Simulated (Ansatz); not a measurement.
Single points on the cluster B4⁺.

```yaml
crystal:
  periodic: [false, false, false]
  atoms:
    - {symbol: B, position_ang: [-0.566565, -1.029595, 0.046934]}
    - {symbol: B, position_ang: [0.566581, 1.029603, -0.046550]}
    - {symbol: B, position_ang: [-1.028887, 0.568166, 0.043805]}
    - {symbol: B, position_ang: [1.028861, -0.568175, -0.044198]}
basis:
  gaussian: {orbitals: def2-TZVP, initial_orbitals: start.molden}
total_charge: 1
magnetization: {spin_polarized: true, initial_magnetization: 3}
hamiltonian: {xc: {name: CAM-B3LYP}, dispersion: d4}
scf: {omitted_lower_state_checks: [starts]}
output: {orbitals: {seedname: orbitals}}
```

The file start.molden holds the orbitals of an earlier run on this structure, at another level or in another basis.

```sh
$ ansatz run in.yaml --threads 4 --pin off --events-out ev --progress --plain --max-ram 3916MiB
```

Output, abridged:

```
Functional definition: CAM-B3LYP
676 factors; their error is unknown
204 factors; integrals over basis functions are off by at most 1.3e-5 eV
mean field evaluation 1: about -2684.6314 eV, gradient 2.9e0 eV
mean field evaluation 2: about -2684.6677 eV, gradient 3.3e-2 eV
mean field evaluation 4: about -2684.6585 eV, gradient 1.8e-4 eV
mean field evaluation 8: about -2684.6585 eV, gradient 2.4e-5 eV
mean field -2684.65849533 eV, -98.6593799765 hartree, gradient 1.2e-5 eV, S^2 3.804868; 0 other end points of the search recorded, 0 dependent functions left out
reference -2684.65860228 eV, -98.6593839067 hartree; 11, 8 occupied and 113, 116 virtual orbitals, 676 factors
Total energy: -2684.73278216 eV, -98.6621099671 hartree
Checks for a lower state left out: starts
```

Hardware: 4 threads of Arm Neoverse V1 on a shared host. Wall time 2.4 s.

As the first input, with `hamiltonian: {xc: r2scan, dispersion: d4}` (abridged; 3.9 s):

```
Functional definition: r2SCAN
mean field -2685.77808757 eV, -98.7005242323 hartree, gradient 3.9e-6 eV, S^2 3.812134
Total energy: -2685.79591439 eV, -98.7011793558 hartree
Checks for a lower state left out: starts
```

As the first input, with `hamiltonian: {xc: pbe, dispersion: d4}` (abridged; 1.9 s):

```
Functional definition: PBE
mean field -2683.10648137 eV, -98.6023445154 hartree, gradient 7.1e-6 eV, S^2 3.776822
Total energy: -2683.19486709 eV, -98.6055926308 hartree
Checks for a lower state left out: starts
```

First input, but with `hamiltonian: {xc: {name: PBE-QIDH}}` and without the key `output` (abridged; 1.5 s):

```
Functional definition: PBE-QIDH
mean field -2679.37487006 eV, -98.4652103291 hartree, gradient 2.5e-6 eV, S^2 3.861558
4 core orbitals not correlated: weight in the atoms' cores, before any rotation towards them, 1.000 or more for the frozen orbitals, at most 0.000 for the correlated occupied ones
second order -8.75153326 eV of doubles, -0.00000000 eV of singles
Total energy: -2682.29206293 eV, -98.5724151897 hartree
Checks for a lower state left out: starts
```

As the first input, with `hamiltonian: {xc: pbe}`, `correlation: {method: rpa}` and without the key `output` (abridged; 1.4 s):

```
Functional definition: PBE
mean field -2683.10641992 eV, -98.6023422570 hartree, gradient 3.3e-6 eV, S^2 3.776823
4 core orbitals not correlated: weight in the atoms' cores, before any rotation towards them, 1.000 or more for the frozen orbitals, at most 0.000 for the correlated occupied ones
Total energy: -2684.48315758 eV, -98.6529364331 hartree
Checks for a lower state left out: starts
```

First input, but with `hamiltonian: {xc: {name: B2PLYP}}` and without the key `output` (abridged; 1.7 s):

```
Functional definition: B2PLYP
mean field -2681.65553763 eV, -98.5490233164 hartree, gradient 1.9e-6 eV, S^2 3.828911
4 core orbitals not correlated: weight in the atoms' cores, before any rotation towards them, 1.000 or more for the frozen orbitals, at most 0.000 for the correlated occupied ones
second order -9.81748310 eV of doubles, -0.00000000 eV of singles
Total energy: -2684.30639799 eV, -98.6464406379 hartree
Checks for a lower state left out: starts
```

As the first input, with `correlation: {method: mp2}` and without the key `hamiltonian` (abridged; 0.65 s):

```
Functional definition: HF
mean field -2670.51884866 eV, -98.1397575456 hartree, gradient 2.9e-6 eV, S^2 3.931746
4 core orbitals not correlated: weight in the atoms' cores, before any rotation towards them, 1.000 or more for the frozen orbitals, at most 0.000 for the correlated occupied ones
second order -7.33018270 eV of doubles, -0.00000000 eV of singles
Total energy: -2677.84903136 eV, -98.4091367913 hartree
Checks for a lower state left out: starts
```

Geometry: B3LYP-D4/def2-TZVP.

Correlated methods freeze 4 core orbitals. At MP2/def2-TZVP the charge 1 quartet is spin-contaminated (final ⟨S²⟩ up to 3.93, 3.75 for a pure state). At PBE0-D4/def2-TZVP a doublet of charge 1 lies 1.49 eV below the quartet, each at its own geometry. The structure comes from a short search, and lower isomers may exist.
